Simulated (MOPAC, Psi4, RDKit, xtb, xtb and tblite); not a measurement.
Two geometries of C₄H₈OS, SMILES S(CC(C)=O)C, singlet, relaxed at GFN2-xTB with one dihedral held; other torsions can differ between them too.

Structure A

```
14

C      2.2941    -0.1258    -0.1572
S      1.0532     0.5880    -1.2699
C     -0.2062     1.0705    -0.0340
C     -0.8390    -0.1929     0.5001
C     -1.7841    -0.8686    -0.4527
O     -0.5744    -0.6176     1.5968
H      2.7299     0.6636     0.4493
H      1.8290    -0.8789     0.4718
H      3.0547    -0.5780    -0.7847
H     -0.9235     1.6866    -0.5723
H      0.2835     1.6415     0.7542
H     -2.7164    -0.3056    -0.4733
H     -1.3690    -0.8747    -1.4574
H     -1.9928    -1.8825    -0.1226
```

Structure B

```
14

C      2.3575    -0.0966    -0.2115
S      1.0722     0.6521    -1.2500
C     -0.2141     0.9738     0.0031
C     -0.9223    -0.2723     0.4985
C     -2.3456    -0.0221     0.9268
O     -0.4010    -1.3538     0.5520
H      2.6687     0.6153     0.5486
H      1.9700    -1.0058     0.2354
H      3.1887    -0.3250    -0.8702
H     -0.9186     1.6644    -0.4569
H      0.2637     1.4695     0.8519
H     -2.4096     0.8713     1.5430
H     -2.9531     0.1343     0.0367
H     -2.7296    -0.8817     1.4696
```

Problem. Which is lower in energy at the level Psi4 with B3LYP-D3(BJ)/def2-TZVP // GFN2-xTB, and by how much?

Solution. A is lower, by 2.59 kcal/mol (dihedral S2–C3–C4–O6: 105° in A, 30° in B).

E(B) − E(A) in kcal/mol at the other levels, on the same two geometries: GFN2-xTB (xtb and tblite) 2.80; MMFF94 // GFN2-xTB (RDKit) 0.97; B3LYP/def2-TZVP // GFN2-xTB (Psi4) 2.02; PBE/def2-TZVP // GFN2-xTB (Psi4) 2.48; PBE-D3(BJ)/def2-TZVP // GFN2-xTB (Psi4) 2.80; UFF // GFN2-xTB (RDKit) 1.95; AM1, restricted, heats of formation // GFN2-xTB (MOPAC) 1.64; PM3, restricted, heats of formation // GFN2-xTB (MOPAC) 1.54; GFN1-xTB // GFN2-xTB (xtb) 2.20.
